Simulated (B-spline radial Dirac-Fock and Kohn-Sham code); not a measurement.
Zn²⁺ 3s: cross section and angular parameters

System: the Zn²⁺ ion, configuration [Ar] 3d10; threshold 159.0 eV (orbital energy of the model). Calculated with an atomic code on a B-spline grid, using Dirac-Hartree-Slater photoionisation with a Latter tail; cross sections with all multipoles, angular parameters from the dipole term and its interference with E2.

Input of the calculation (task.json; shells as n, l, electrons):

```json
{"items": [{
  "Z": 30,
  "q": 2,
  "cfg": [[1, 0, 2], [2, 0, 2], [2, 1, 6], [3, 0, 2], [3, 1, 6], [3, 2, 10]],
  "A": 64,
  "rrms": 3.9283,
  "do": "xps",
  "hv": [53.0, 59.9, 68.3, 98.5, 111.0, 171.0, 175.0, 197.0, 241.0, 640.0, 736.0, 1000, 1253.6, 1530.0, 1770.0, 1880.0, 2000, 2900.0, 2980.0, 2984.4, 3420.0, 6000, 7540.0, 7880.0, 8047.8, 9251.7, 11800.0, 12000, 12200.0, 12600.0]
}]}
```

Launch: `python xray2_run.py task.json out`

| hν (eV) | σ (kb) | β | γ |
| --- | --- | --- | --- |
| 171 | 246 | 1.995 | 0.171 |
| 175 | 245 | 1.996 | 0.191 |
| 197 | 236 | 1.996 | 0.265 |
| 241 | 202 | 1.997 | 0.307 |
| 640 | 59.5 | 1.999 | 0.066 |
| 736 | 47.9 | 1.999 | 0.024 |
| 1000 | 28.8 | 1.999 | -0.046 |
| 1253.6 | 19.4 | 1.999 | -0.067 |
| 1530 | 13.4 | 1.999 | -0.058 |
| 1770 | 10.2 | 1.999 | -0.034 |
| 1880 | 9.09 | 1.999 | -0.020 |
| 2000 | 8.06 | 1.999 | -0.003 |
| 2900 | 3.82 | 1.999 | 0.162 |
| 2980 | ? | ? | ? |
| 2984.4 | 3.60 | 1.999 | 0.179 |
| 3420 | 2.71 | 1.999 | 0.268 |
| 6000 | 0.792 | 1.999 | 0.768 |
| 7540 | 0.467 | 1.999 | 1.035 |
| 7880 | 0.421 | 1.999 | 1.091 |
| 8047.8 | 0.401 | 1.999 | 1.118 |
| 9251.7 | 0.287 | 1.999 | 1.304 |
| 11800 | 0.158 | 1.998 | 1.657 |
| 12000 | 0.152 | 1.998 | 1.683 |
| 12200 | 0.146 | 1.998 | 1.709 |
| 12600 | 0.134 | 1.998 | 1.759 |

Q: Give the values at 2980 eV.

A: σ = 3.61 kb, β = 1.999, γ = 0.178. For an s subshell δ is negligible.
